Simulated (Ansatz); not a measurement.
Ansatz (an electronic-structure program) input for TiI3, SMILES [I][Ti+]([I])[I], charge +1, multiplicity 1, PBE-D3(BJ)/def2-SVP. 

Ansatz 0.2 input:
```yaml
crystal:
  periodic: [false, false, false]
  atoms:
    - {symbol: Ti, position_ang: [0.00000000, -0.00000000, 0.69218261]}
    - {symbol: I, position_ang: [2.03799919, 1.17663938, -0.09577369]}
    - {symbol: I, position_ang: [0.00000000, -2.35327876, -0.09577369]}
    - {symbol: I, position_ang: [-2.03799920, 1.17663938, -0.09577369]}
basis:
  gaussian:
    orbitals: def2-SVP
hamiltonian:
  xc: pbe
  dispersion: d3bj
total_charge: 1
relax: {f_tol: 0.002, max_steps: 200}
```

Output:

```
Functional definition: PBE
integrals: 0.07 GiB planned
1328 factors; their error is unknown
mean field: 0.35 GiB planned
mean field evaluation 1: about -47361.7768 eV, gradient 1.6e2 eV
mean field evaluation 2: about -47257.3700 eV, gradient 2.3e2 eV
mean field evaluation 4: about -47198.5429 eV, gradient 3.3e2 eV
mean field evaluation 8: about -47396.0206 eV, gradient 4.7e1 eV
mean field evaluation 16: about -47404.8174 eV, gradient 8.7e-6 eV
mean field evaluation 32: about -47398.7657 eV, gradient 4.3e-3 eV
mean field -47404.81741957 eV, -1742.0949080301 hartree, gradient 1.0e-5 eV, S^2 0.000000; 3 other end points of the search recorded, 0 dependent functions left out
the calculation of the forces begins
reference -47404.81748255 eV, -1742.0949103445 hartree; 48, 48 occupied and 61, 61 virtual orbitals, 1328 factors
relax step   1: F+E_penalty+E_count = -47405.03494836 eV  Δ(F+E_penalty+E_count) = +0.000e0 eV  max|allowed force component| = 1.753e-1 eV/Å  Δτ_max = 0.0000 Å  (160 SCF iters, accepted)
these checks for a lower state are left out or cut short: starts, cluster_reference, orbital_swaps, neighbouring_geometries, increment
integrals: 0.07 GiB planned
1328 factors; their error is unknown
mean field: 0.35 GiB planned
mean field -47404.81940903 eV, -1742.0949811412 hartree, gradient 2.2e-5 eV, S^2 0.000000; 0 other end points of the search recorded, 0 dependent functions left out
the calculation of the forces begins
reference -47404.81947218 eV, -1742.0949834617 hartree; 48, 48 occupied and 61, 61 virtual orbitals, 1328 factors
relax step   2: F+E_penalty+E_count = -47405.03613542 eV  Δ(F+E_penalty+E_count) = -1.187e-3 eV  max|allowed force component| = 1.163e-1 eV/Å  Δτ_max = 0.0261 Å  (32 SCF iters, accepted)
these checks for a lower state are left out or cut short: starts, cluster_reference, orbital_swaps, neighbouring_geometries, increment
integrals: 0.07 GiB planned
1328 factors; their error is unknown
mean field: 0.35 GiB planned
mean field -47404.81998268 eV, -1742.0950022225 hartree, gradient 1.8e-5 eV, S^2 0.000000; 0 other end points of the search recorded, 0 dependent functions left out
the calculation of the forces begins
reference -47404.82004589 eV, -1742.0950045454 hartree; 48, 48 occupied and 61, 61 virtual orbitals, 1328 factors
relax step   3: F+E_penalty+E_count = -47405.03787375 eV  Δ(F+E_penalty+E_count) = -1.738e-3 eV  max|allowed force component| = 3.276e-3 eV/Å  Δτ_max = 0.0117 Å  (31 SCF iters, accepted)
these checks for a lower state are left out or cut short: starts, cluster_reference, orbital_swaps, neighbouring_geometries, increment
integrals: 0.07 GiB planned
1328 factors; their error is unknown
mean field: 0.35 GiB planned
mean field evaluation 64: about -47404.8200 eV, gradient 2.7e-2 eV
mean field -47404.81997721 eV, -1742.0950020214 hartree, gradient 3.9e-5 eV, S^2 0.000000; 0 other end points of the search recorded, 0 dependent functions left out
the calculation of the forces begins
reference -47404.82004042 eV, -1742.0950043443 hartree; 48, 48 occupied and 61, 61 virtual orbitals, 1328 factors
relax step   4: F+E_penalty+E_count = -47405.03787470 eV  Δ(F+E_penalty+E_count) = -9.458e-7 eV  max|allowed force component| = 8.756e-5 eV/Å  Δτ_max = 0.0003 Å  (21 SCF iters, accepted)
integrals: 0.07 GiB planned
1328 factors; their error is unknown
mean field: 0.35 GiB planned
mean field evaluation 96: about -47402.1939 eV, gradient 1.1e1 eV
mean field -47404.81997721 eV, -1742.0950020214 hartree, gradient 3.9e-5 eV, S^2 0.000000; 4 other end points of the search recorded, 0 dependent functions left out
the calculation of the forces begins
reference -47404.82004042 eV, -1742.0950043443 hartree; 48, 48 occupied and 61, 61 virtual orbitals, 1328 factors
Total energy: -47405.03793791 eV, -1742.1030119294 hartree
Atom 0 at     0.000025     0.000015     0.722743 Å, force    -0.000005    -0.000003     0.000088 eV/Å
Atom 1 at     2.034319     1.174515    -0.105954 Å, force     0.000046     0.000027    -0.000031 eV/Å
Atom 2 at    -0.000046    -2.348980    -0.105964 Å, force     0.000005    -0.000057    -0.000028 eV/Å
Atom 3 at    -2.034299     1.174450    -0.105964 Å, force    -0.000046     0.000033    -0.000028 eV/Å
Dipole moment:     0.000006     0.000003     0.562421 e Å
```

The calculation finished and met its thresholds.

Cost: very roughly 60 core-seconds.
